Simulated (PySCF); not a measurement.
CaCl2, triplet, geometry from GFN2-xTB (such geometries of metal compounds can be far from the true shape) (a higher spin typed on purpose: for a closed-shell molecule this is an excited state). Base run: DF-M062X/def2-SV(P) (PySCF).

Input for PySCF:
```python
from pyscf import gto, scf, dft

mol = gto.M(
    atom='''
Ca    0.430953   -1.370442   -0.060155
Cl    0.643528    1.127626   -0.862254
Cl   -1.150532    0.484659    0.933024
''',
    basis='def2-sv(p)',
    charge=0,
    spin=2,
    verbose=4,
)

mf = dft.UKS(mol)
mf.xc = 'm062x'
mf = mf.density_fit(auxbasis='def2-universal-jkfit')
mf.kernel()
mf.analyze()
```

Variants of this job, named by their change:

```tsv
change	basis functions	E (Eh)	HOMO (eV)	dipole (D)	core-seconds (rough)
base	60	-1597.62614	-4.93	3.31	9
basis = 3-21G	43	-1590.18398	-5.52	5.19	6
basis = 6-31G	43	-1597.85182	-5.50	5.35	7
basis = pcseg-0	45	-1595.58689	-4.99	4.43	8
basis = 6-31G**	58	-1597.88062	-5.17	3.90	10
basis = def2-SVP	60	-1597.62614	-4.93	3.31	9
basis = def2-SVPD	81	-1597.64074	-4.98	3.08	10
basis = aug-pcseg-1	87	-1597.87925	-4.96	3.13	20
basis = 6-311G**	91	-1598.00687	-5.16	3.94	10
basis = 6-311++G**	103	-1598.01089	-5.12	3.79	20
basis = def2-TZVP	110	-1598.01587	-5.01	3.27	20
basis = cc-pVTZ	111	-1598.04489	-4.99	3.12	20
basis = cc-pV(T+d)Z	121	-1598.04537	-4.98	3.11	20
```

Totals compare only among sets that treat the same electrons; sets with core potentials leave the core out.

Open shells are given as the SCF converged; they aren't shown to be the lowest states, and a large step between rows can be another state.
